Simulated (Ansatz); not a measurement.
Basis-set series for `[CH3][Nb](=[O])([F])[Cl]`. Total charge 0; spin multiplicity 1. Nb: def2 effective core potential. Geometry: relaxed with PBE0-D4/def2-TZVP.

| functional | basis | functions | energy (Eh) | HOMO (eV) | LUMO (eV) |
| --- | --- | --- | --- | --- | --- |
| PBE0-D4 | def2-SVP | 106 | -731.66152 | -9.04 | -2.62 |
| PBE0-D4 | def2-TZVPP | 233 | -732.09693 | -9.00 | -2.62 |
| ωB97M-V | def2-SVP | 106 | -731.85468 | -11.32 | -0.42 |
| ωB97M-V | def2-TZVPP | 233 | -732.29587 | -11.29 | -0.46 |

**Question.** Give the rows for def2-QZVPP. (Best estimate.)

**Answer.** Computed: 
```csv
functional,basis,functions,energy (Eh),HOMO (eV),LUMO (eV)
PBE0-D4,def2-QZVPP,412,-732.12549,-9.01,-2.63
ωB97M-V,def2-QZVPP,412,-732.32324,-11.30,-0.48
```
